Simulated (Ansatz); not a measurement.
Geometry optimisation, RKS CAM-B3LYP-D4/def2-SVP (Ansatz 0.2.0).

Input:

```yaml
crystal:
  periodic: [false, false, false]
  atoms:
    - { symbol: Al, position_ang: [-0.229598, 0.206127, -0.490821] }
    - { symbol: "N", position_ang: [0.191385, 0.122374, 2.575698] }
    - { symbol: H, position_ang: [-0.422423, -0.36286, 3.226741] }
    - { symbol: H, position_ang: [1.025879, 0.416403, 3.078609] }
    - { symbol: H, position_ang: [1.240644, 0.362675, -1.03632] }
    - { symbol: H, position_ang: [-1.135064, -1.06432, -0.716227] }
    - { symbol: O, position_ang: [-0.975957, 1.62419, 0.22282] }
    - { symbol: Al, position_ang: [-1.871967, 3.059758, 0.301071] }
    - { symbol: H, position_ang: [-2.685287, 3.545015, -0.963753] }
    - { symbol: H, position_ang: [-1.86174, 3.85845, 1.664207] }
    - { symbol: H, position_ang: [-0.300972, 0.969389, 2.230175] }
basis:
  gaussian: { orbitals: def2-SVP }
hamiltonian:
  xc: cam_b3lyp
  dispersion: d4
relax:
  f_tol: 0.03
  max_steps: 50
```

Launched with:

```bash
$ ansatz run input.yaml --threads 4 --pin off --max-ram 5120MiB --backend cpu --events-out ev --progress --plain --runs-dir out
```

Problem. Where does it end, and by what steps?

Solution. The forces met the threshold. The force dipped under the threshold on the way, but the program's further checks kept it going. After 10 steps the energy has fallen by 0.999 eV; H4 moved furthest, 0.85 Å. Joined: Al1–N2 (3.10 → 2.07 Å).

```tsv
step	energy less start (eV)	largest force component (eV/Å)	accepted
0	0.0000	1.008	yes
1	-0.2441	0.754	yes
2	-0.5846	0.912	yes
3	-0.8629	0.707	yes
4	-0.9007	1.597	yes
5	-0.9806	0.300	yes
6	-0.9387	0.540	no
7	-0.9946	0.032	yes
8	-0.9971	0.072	yes
9	-0.9985	0.018	yes
10	-0.9991	0.029	yes
```

```xyz
11
Properties=species:S:1:pos:R:3
Al -0.250 0.311 0.181
N 0.215 0.059 2.177
H -0.227 -0.762 2.596
H 1.218 0.005 2.361
H 1.208 0.413 -0.459
H -1.140 -0.985 -0.093
O -1.111 1.807 0.371
Al -1.991 3.226 0.153
H -2.566 3.623 -1.266
H -2.232 4.150 1.422
H -0.149 0.889 2.649
```

Whether the end is a true minimum wasn't checked by a vibrational analysis.

The run took 14 s on 4 threads of Arm Neoverse V2 (shared host), peak memory 0.24 GiB.
